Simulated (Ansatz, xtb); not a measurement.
# Isomers of ClH7OSi3 in order of energy

5 gas-phase structures of ClH7OSi3, from a drawn sample of its isomers (lower ones may exist). Each was relaxed with GFN2-xTB; where two conformers were screened, the lower at r2SCAN-D4/def2-SVP is listed:

A. `O[SiH2][Si@@H]([SiH3])Cl`, a singlet
B. `O[Si]([SiH3])([SiH3])Cl`, a singlet
C. `O[SiH2][SiH2][SiH2]Cl`, a singlet
D. `O[Si@@H](Cl)[SiH2][SiH3]`, a singlet
E. `O[Si@@H]([SiH3])[SiH2]Cl`, a singlet

**Question.** Make a reasoned guess at their ranking by r2SCAN-D4/def2-SVP single-point energy.

**Answer.** Calculated order at r2SCAN-D4/def2-SVP: D (0.0), B (2.4), C (6.9), A (7.1), E (9.4) kcal/mol. Less than 1 kcal/mol parts C and A, so the order within that pair means little.

Energies above the lowest of each column, in kcal/mol; the last columns are at B3LYP-D3(BJ)/def2-SVP geometries:

```tsv
structure	GFN2-xTB	HF/STO-3G	r2SCAN-D4/def2-SVP	B3LYP-D3(BJ)/def2-SVP	CCSD(T)/def2-SVP + ΔMP2/def2-TZVPP
D	1.3	0.0	0.0	0.0	0.0
B	2.5	1.1	2.4	2.4	2.6
C	0.2	4.8	6.9	5.5	5.3
A	1.4	4.4	7.1	5.5	5.9
E	0.0	7.1	9.4	7.4	7.2
```

CCSD(T)/def2-SVP + ΔMP2/def2-TZVPP puts D lowest; GFN2-xTB picks E. Flexible structures stand in one conformer each, not always the lowest. ΔMP2 is the change of the MP2 energy from the smaller to the larger basis.

Over these structures GFN2-xTB departs from r2SCAN-D4/def2-SVP by 3.8 kcal/mol on average once a common shift is removed. A GFN2-xTB relaxation took about 0.88 s and the r2SCAN-D4/def2-SVP energy about 7.2 s on a shared host (Ansatz 0.2.0, xtb 6.7.1).
